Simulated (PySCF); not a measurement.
## Radial density of Ag (silver, neutral)

UHF, [Kr] 4d10 5p1, 2P determinant (an excited configuration). Calculation: PySCF 2.14, in aug-cc-pVTZ-PP with ECP28MDF (6s6p5d3f2g, 88 functions); a scalar-relativistic core potential. This is the valence pseudo-density: the core potential removes the inner electrons and smooths the orbitals near the nucleus.

| r (bohr) | 4πr²ρ (e/bohr) | 4πr²(ρα − ρβ) |
| --- | --- | --- |
| 0.0180 | 1.306e-05 | 0.0000 |
| 0.0304 | 3.280e-05 | 0.0000 |
| 0.0511 | 7.867e-05 | 0.0000 |
| 0.0859 | 0.0003377 | 0.0000 |
| 0.144 | 0.003686 | 0.0000 |
| 0.243 | 0.05884 | -0.0001 |
| 0.409 | 1.366 | -0.0012 |
| 0.687 | 13.74 | -0.0063 |
| 1.16 | 15.00 | -0.0280 |
| 1.94 | 3.321 | 0.0537 |
| 3.27 | 0.4340 | 0.1831 |
| 5.50 | 0.1726 | 0.1691 |
| 9.26 | 0.03427 | 0.0343 |
| 15.6 | 0.0006516 | 0.0007 |

Energies and moments cover only the electrons outside the core potential.

Task: Where is the radial spin density 4πr²(ρα − ρβ) most negative, and why is it negative at all?

Result: Around r = 1.16 bohr, down to -0.0280 e/bohr: exchange with the open shell polarises the paired shells in an unrestricted calculation.
